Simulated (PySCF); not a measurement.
SbSBr₃: from structure and modes to constants

Computed with PBE/[Sb def2-SVP with ECP28, S def2-SVP, Br def2-SVP], scalar-relativistic core potentials, density fitting, no spin–orbit coupling, PySCF.

The singlet minimum has C3v symmetry. Masses (u): Sb 120.90382, S 31.97207, Br 78.91834.

```xyz
5
charge 0 multiplicity 1, angstrom
Sb    0.0000   -0.4239   -0.2999
S     0.0000   -2.2492   -1.5911
Br    1.9450   -0.1283    1.2848
Br   -1.9450   -0.1283    1.2848
Br    0.0000    1.8173   -1.4655
```

Harmonic wavenumbers (cm⁻¹): 67.2 (e, ×2), 94.0 (a1, ×1), 105.9 (e, ×2), 223.7 (a1, ×1), 248.2 (e, ×2), 470.1 (a1, ×1).

(1) Find the principal moments of inertia and the rotational constants. What kind of rotor is it?

(2) What is the harmonic zero-point energy?

(3) Find the vibrational entropy and heat capacity at 298.15 K.

(4) Give the standard entropy (298.15 K, 1 bar) by its translational, rotational, vibrational and spin parts, and Cp.

Answers

(1) About the centre of mass I = 968.53, 968.53, 1194.2 u Å². With B = 16.8576/I this gives 0.01741, 0.01741, 0.01412 cm⁻¹. The molecule is an oblate symmetric top.

(2) Half the sum of all 9 wavenumbers, 1630/2 = 815 cm⁻¹, which is 9.8 kJ/mol (1 cm⁻¹ = 0.0119627 kJ/mol).

(3) With u = 1.43878 ω/T, each mode gives S = R[u/(eᵘ−1) − ln(1−e⁻ᵘ)] and C = R u² eᵘ/(eᵘ−1)².
| ω (cm⁻¹) | u | S (J/(mol K)) | C (J/(mol K)) |
| --- | --- | --- | --- |
| 67.2 (×2) | 0.324 | 17.71 | 8.24 |
| 94.0 | 0.454 | 14.96 | 8.17 |
| 105.9 (×2) | 0.511 | 13.99 | 8.14 |
| 223.7 | 1.079 | 8.07 | 7.55 |
| 248.2 (×2) | 1.198 | 7.29 | 7.39 |
| 470.1 | 2.269 | 3.08 | 5.51 |
The sums over all modes are S = 104.1 and C = 68.8 J/(mol K); the softest mode gives 17 % of the entropy (each member, where degenerate).

(4) Sackur–Tetrode with M = 389.63 u gives 183.3; rotation with symmetry number 3 gives 126.0; vibration 104.1; spin R ln 1 = 0.0. The total is 413.4 J/(mol K), and Cp = 4 R + 68.8 = 102.0 J/(mol K).

Other isomers or separated fragments may lie lower.
